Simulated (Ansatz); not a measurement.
Species: H2BrSi, SMILES `[SiH2]Br` (charge 0, multiplicity 2).

Problem. Give a relaxed geometry from B3LYP-D3(BJ)/def2-TZVP run with Ansatz (a first-principles code).

Solution. the end point of this relaxation (outside a Z-matrix the atoms follow the SMILES, hydrogens last).
Cartesian coordinates (Å) in one orientation:
```xyz
4

Si    -0.238     0.008     0.415
Br     1.939    -0.067    -0.086
H     -0.808     1.251    -0.164
H     -0.893    -1.192    -0.165
```
